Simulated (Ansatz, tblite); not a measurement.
Forces on Cu3F3 at its r2SCAN-D4/def2-SVP geometry. The state is a singlet with charge 0.

The xTB rows come from tblite. The structure comes from a short search, and lower isomers may exist.

GFN1-xTB (tblite), largest force 0.19 eV/Å:

```xyz
6
positions Å, forces eV/Å
Cu    0.400   -0.661    1.158    0.006   -0.019    0.034
Cu    0.951    0.412   -0.931    0.029    0.009   -0.024
Cu   -1.351    0.250   -0.228   -0.041    0.003    0.005
F    -0.616    1.019   -1.783   -0.055    0.092   -0.162
F    -1.462   -0.632    1.435   -0.126   -0.052    0.118
F     2.078   -0.388    0.349    0.186   -0.033    0.029
```

GFN2-xTB (tblite), largest force 0.53 eV/Å:

```
Cu 0.149 -0.254 0.445
Cu 0.367 0.155 -0.354
Cu -0.520 0.092 -0.075
F 0.032 -0.052 0.089
F 0.081 0.037 -0.085
F -0.108 0.023 -0.021
```

r2SCAN-D4/def2-TZVP (Ansatz), largest force 0.28 eV/Å:

```
Cu 0.075 -0.136 0.239
Cu 0.196 0.079 -0.185
Cu -0.276 0.044 -0.028
F -0.013 0.022 -0.039
F -0.027 -0.006 0.012
F 0.044 -0.003 0.001
```
